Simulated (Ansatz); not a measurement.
Total energies of `N[SiH](Cl)O[SiH3]`.

```xyz
11

N     1.439   -1.642   -0.549
Si   -0.059   -1.078   -0.002
Cl   -1.533   -1.000   -1.456
O     0.131    0.438    0.537
Si   -0.596    1.912    0.564
H     2.011   -1.080   -1.159
H     1.577   -2.626   -0.715
H    -0.568   -1.994    1.035
H     0.154    2.754    1.527
H    -0.546    2.530   -0.784
H    -2.009    1.786    1.001
```

Total charge 0; spin multiplicity 1. Geometry: relaxed with PBE0-D4/def2-TZVP. It is one conformer, not always the lowest. Basis def2-TZVPP, Ansatz.

RPA on PBE orbitals: Hartree–Fock energy of these orbitals -1170.39653 Eh, correlation -1.46742 Eh (frozen core).

| functional | energy without D4 (Eh) | D4 term (kJ/mol) |
| --- | --- | --- |
| revPBE | -1172.77855 | -77.3 |
| BLYP | -1172.99201 | -60.1 |
| B97M-V | -1172.74575 | – |
| PBE0 | -1172.49770 | -23.8 |
| HSE06 (plane-wave form) | -1172.47031 | -22.4 |
| BHLYP | -1172.98270 | -36.4 |
| CAM-B3LYP | -1173.02677 | -24.5 |
| ωB97X-V | -1172.84286 | – |
| ωB97M-V | -1172.93266 | – |
| B2PLYP | -1172.58345 | – |

Q: Give the same for LDA (SPW92), PBE, r2SCAN, B3LYP, r2SCANh, r2SCAN0, LC-ωPBE, PBE-QIDH. (Estimate.)

A: The calculation gave: 
```tsv
functional	energy without D4 (Eh)	D4 term (kJ/mol)
LDA (SPW92)	-1168.21172	–
PBE	-1172.39219	-27.9
r2SCAN	-1172.89377	-6.9
B3LYP	-1173.10455	-45.1
r2SCANh	-1172.88271	-7.4
r2SCAN0	-1172.86730	-8.2
LC-ωPBE	-1172.66101	–
PBE-QIDH	-1172.23645	–
```

B3LYP takes the VWN-RPA correlation (the form of Gaussian; ORCA's B3LYP/G). HSE06 is the plane-wave form, built on full-range PBE exchange. The double hybrids freeze the cores in their second-order part.

LC-ωPBE has ω = 0.4 bohr⁻¹.
